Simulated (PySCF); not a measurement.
GaCl2: bend–stretch map

Method: PySCF, UwB97X, basis Ga def2-TZVP, Cl def2-TZVP (no relativity, density fitting).

Rigid scan from the doublet minimum (Ga–Cl 2.155 Å (×2); Cl–Ga–Cl 119.2°). Coordinate: rows scale both bonds, columns set the Cl–Ga–Cl angle. Energies in kJ/mol from the minimum.

**Question.** Give the energy map for rows 0.94, 0.97, 1.00, 1.03, 1.06, 1.10 and columns 90, 105, 120, 135, 150, 165, 180.

**Answer.** 
| scale \ angle | 90 | 105 | 120 | 135 | 150 | 165 | 180 |
| --- | --- | --- | --- | --- | --- | --- | --- |
| 0.94 | 94.3 | 41.7 | 28.7 | 38.6 | 65.0 | 100.7 | 122.4 |
| 0.97 | 61.9 | 17.1 | 6.5 | 16.0 | 39.6 | 69.1 | 85.1 |
| 1.00 | 47.8 | 9.1 | 0.0 | 8.7 | 28.9 | 52.7 | 64.4 |
| 1.03 | 47.3 | 13.4 | 5.3 | 12.5 | 29.3 | 47.9 | 56.6 |
| 1.06 | 56.6 | 26.7 | 19.0 | 24.7 | 38.1 | 52.3 | 58.7 |
| 1.10 | 79.7 | 53.9 | 46.3 | 49.7 | 58.9 | 68.4 | 72.5 |

**Question.** And the size of the dipole moment (D) on the same grid?

**Answer.** 
```
scale \ angle    90   105   120   135   150   165   180
         0.94  2.42  1.74  1.07  0.42  0.17  0.50  0.00
         0.97  2.75  2.07  1.39  0.73  0.14  0.20  0.00
         1.00  3.08  2.40  1.71  1.03  0.43  0.04  0.00
         1.03  3.40  2.72  2.02  1.33  0.70  0.25  0.00
         1.06  3.71  3.03  2.32  1.61  0.95  0.42  0.00
         1.10  4.10  3.43  2.70  1.96  1.25  0.60  0.00
```

The bond scale of lowest energy on the grid is 1.03 at 90°, 1.00 at 105°, 1.00 at 120°, 1.00 at 135°, 1.00 at 150°, 1.03 at 165°, 1.03 at 180°.

Other isomers or separated fragments may lie lower.

The scan took 2.8 min on 2 threads of a shared Arm Neoverse V2 host; the process peaked at 1.1 GiB. Launch command: `OMP_NUM_THREADS=2 python axn.py task.json out`.
